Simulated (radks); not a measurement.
The oxygen anion O2-, [Ne], held by a Watson sphere: a shell of charge +2 at radius R that stands for the Madelung well of a crystal (potential energy -2/R inside, -2/r outside, in hartree with lengths in bohr). All-electron calculation, non-relativistic Kohn-Sham, PBE, spin-polarised, spherical densities, point nucleus. Program: a radial shooting solver on a logarithmic mesh with Libxc functionals. Response by self-consistent Sternheimer equations with the Hartree and adiabatic LDA kernel. The sphere does not respond.

R (bohr),e(1s) (eV),e(2s) (eV),e(2p) (eV),<r> 2p (bohr),sum of <r^2> (bohr^2),X-ray form factor at sin(theta)/lambda = 0.3 1/angstrom,alpha (bohr^3)
1.98,-508.10,-22.113,-7.790,1.486,21.56,4.159,14.56
2.19,-508.03,-21.220,-7.058,1.535,23.04,4.109,17.97
2.52,-507.76,-20.052,-6.045,1.607,25.37,4.067,24.84
3.07,-507.19,-18.614,-4.702,1.717,29.36,4.046,41.81
3.59,-506.68,-17.675,-3.757,1.813,33.40,4.046,67.07
